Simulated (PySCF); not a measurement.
F2H4O3Si2, SMILES O[Si](O)(O)[SiH](F)F. Atoms are numbered in the order given.

```xyz
11

Si     1.2326     0.6017     0.1887
F      2.1890    -0.4033    -0.6636
F      1.1513     1.9778    -0.6682
Si    -0.8704    -0.4000     0.2102
O     -1.1068    -1.1124    -1.2691
O     -2.1508     0.6185     0.4290
O     -0.8087    -1.4403     1.4882
H      1.9220     0.9148     1.4661
H     -0.3532    -1.5781    -1.6466
H     -2.5367     0.9914    -0.3697
H     -1.6356    -1.8489     1.7668
```
Charge 0, spin multiplicity 1.

Geometry: PBE0-D3(BJ)/def2-SVP. This is a generated structure with no PubChem entry under its InChIKey; it may be hypothetical. The values are those of a single conformer.

Method: PySCF with PBE0/pcSseg-1.

GIAO shieldings, no solvent; atoms listed in one row are averaged. δ = σ(ref) − σ: ²⁹Si against TMS (σ = 352.7 ppm); ¹⁹F against CFCl3 (σ = 167.2 ppm); ¹⁷O against H2O (σ = 334.2 ppm); ¹H against TMS (σ = 31.56 ppm), references at their B3LYP-D3(BJ)/def2-TZVP geometries, non-relativistic.

```csv
nucleus,atoms,count,δ (ppm)
²⁹Si,Si1,1,5.2
²⁹Si,Si4,1,-43.2
¹⁹F,"F2, F3",2,-166.3
¹⁷O,O5,1,78.5
¹⁷O,O7,1,70.1
¹⁷O,O6,1,57.7
¹H,H8,1,5.52
¹H,H9,1,2.65
¹H,H11,1,2.64
¹H,H10,1,2.25
```
